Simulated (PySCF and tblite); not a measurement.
Results of a calculation; reference values are marked as such.
C5H4F4, numbered as in [F:1]/[CH:2]=[CH:3]\[CH:4]=[CH:5]\[C:6]([F:7])([F:8])[F:9].

The ensemble was built from 60 distance-geometry starts (ETKDG and KDG, MMFF94s, GFN2-xTB) and rests on GFN2-xTB geometries. Energies: PBE0-D3(BJ)/pcSseg-1, with GFN2-xTB thermal terms (modes under about 100 cm⁻¹ blended into free rotors). Symmetry numbers and mirror images are counted. Conformers within 2.5 kcal/mol (GFN2-xTB free energy) were kept, 6 at most. Codes: tblite and PySCF.

Rotational constants are equilibrium values for the commonest isotopes; dipoles come from the energy level named.

Torsions listed: C2–C3–C4–C5.

```csv
conformer,shape,symmetry,weight %
1,180°,Cs,97.6
2,1°,Cs,2.4
```

Sets of constants, in random order:

```tsv
set	A (MHz)	B (MHz)	C (MHz)	abs μa (D)	abs μb (D)	abs μc (D)
P	3320	792	720	3.50	1.51	0.02
Q	3993	652	621	2.91	2.20	0.00
```

Match each set to its conformer.

P is conformer 2, Q is conformer 1.


Conformer gaps in pcSseg-1 on xTB geometries can be 2 kcal/mol off for S=O, P=O and other polar bonds.